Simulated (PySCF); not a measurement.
Al(Me)2(PH2) (C2H8AlP), SMILES [CH3][Al]([CH3])[PH2]. Atoms are numbered in the order given.

```xyz
12

Al    -0.3408     0.0848    -0.2819
C     -1.8591    -1.1474    -0.3864
H     -2.0631    -1.4341    -1.4326
H     -2.7760    -0.6534    -0.0188
H     -1.7227    -2.0711     0.1967
C     -0.2800     1.7313    -1.3412
H      0.2269     1.5405    -2.3044
H      0.2845     2.5358    -0.8429
H     -1.2856     2.1133    -1.5816
P      1.3781    -0.3347     1.2481
H      2.4258     0.1010     0.3797
H      1.5029    -1.7182     0.9135
```
Charge 0, spin multiplicity 1.

Coordinates come from a PBE0-D3(BJ)/def2-SVP optimisation. The structure was generated by enumeration; whether it is a known compound was not checked. One conformer was computed; it need not be the lowest.

Computed with CAM-B3LYP/def2-TZVP (PySCF).

Isolated molecule, no solvent.

| Item | Result |
|---|---|
| total energy | -664.83688 hartree |
| highest occupied level | -8.07 eV |
| lowest empty level | 0.14 eV |
| orbital gap | 8.21 eV |
| dipole moment | 1.42 D |
| quadrupole, principal values (traceless, Buckingham form, about the centre of nuclear charge) | -5.91, -0.05, 5.96 D·Å |
| mean static polarisability | 79.0 bohr³ (11.71 Å³) |
| polarisability, principal values | 63.4, 79.9, 93.7 bohr³ |
